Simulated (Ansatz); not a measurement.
Ideal-gas functions of `N[SiH]1OC1=O` at 500 K and 1 bar, from an Ansatz frequency run at PBE0-D4/def2-TZVP.

Molar mass 89.13 g/mol, point group C1 (symmetry number 1), electronic degeneracy 1, moments of inertia 42.81, 189.766, 203.209 u Å². Harmonic wavenumbers (cm⁻¹, unscaled): 140, 222, 303, 363, 432, 486, 578, 695, 736, 757, 909, 969, 1072, 1576, 1940, 2278, 3622, 3722.

Use S(trans) = R[1.5 ln M + 2.5 ln T − 1.1517]; rotational temperatures θ = 24.2544 K / I; S(rot) = R[ln(√π/σ · √(T³/θAθBθC)) + 1.5]; for each mode x = 1.438777 ν̃/T, S = R[x/(eˣ − 1) − ln(1 − e⁻ˣ)] and H = RT x/(eˣ − 1); 1 cm⁻¹ = 0.0119627 kJ/mol; R = 8.31446 J/(mol·K).

Problem. By hand: the entropy, in J/(mol·K).

Solution. Translation 175.6. Rotation: θ = 0.5666, 0.1278, 0.1194 K, giving 114.5. Vibration, mode by mode: 15.93, 12.18, 9.71, 8.32, 7.02, 6.17, 4.98, 3.81, 3.47, 3.31, 2.35, 2.05, 1.62, 0.50, 0.21, 0.09, 0.00, 0.00, in all 81.7. Electronic 0.0. Sum 371.8 J/(mol·K).

Problem. By hand: H − E and G − E in kJ/mol, counted from the electronic energy.

Solution. Zero-point energy ½ × 20800 × 0.0119627 = 124.4; thermal vibration 23.2; translation, rotation and pV give 4 RT = 16.6. H − E = 164.2 kJ/mol, and G − E = 164.2 − 500 × 371.8/1000 = -21.7 kJ/mol.

Vibration gives 22 % of the entropy, 15.9 J/(mol·K) of it from the mode under 150 cm⁻¹: soft modes count most, and the harmonic formula is weakest for them. The sum counts one conformer and one mirror image; others add a mixing term.
